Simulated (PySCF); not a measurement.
This script is equivalent to a calculation on Xe²⁺ (xenon, charge +2).

```python
from pyscf import gto, scf, dft, mp, cc
import basis_set_exchange as bse
txt = bse.get_basis("def2-SVP", elements=["Xe"], fmt="nwchem", header=False)
cut = txt.index("\nECP")
mol = gto.M(atom="Xe 0 0 0", charge=2, spin=2, symmetry="D2h",
            basis=gto.basis.parse(txt[:cut]),
            ecp={"Xe": gto.basis.parse_ecp(txt[cut:])})
mf = scf.UHF(mol)
mf.irrep_nelec = {'Ag': (4, 4), 'B1g': (1, 1), 'B2g': (1, 1), 'B3g': (1, 1), 'B1u': (2, 1), 'B2u': (2, 2), 'B3u': (2, 1)}
mf.kernel()
```

(1) What total energy does it give?

(2) Which occupied shell lies highest, and where?

(3) What is ⟨S²⟩, and what would a pure spin state give?

Energies and moments cover only the electrons outside the core potential.

Answers

(1) -327.13922 hartree (calculated).

(2) 5p β, at -30.050 eV.

(3) 2.009, against 2.00.
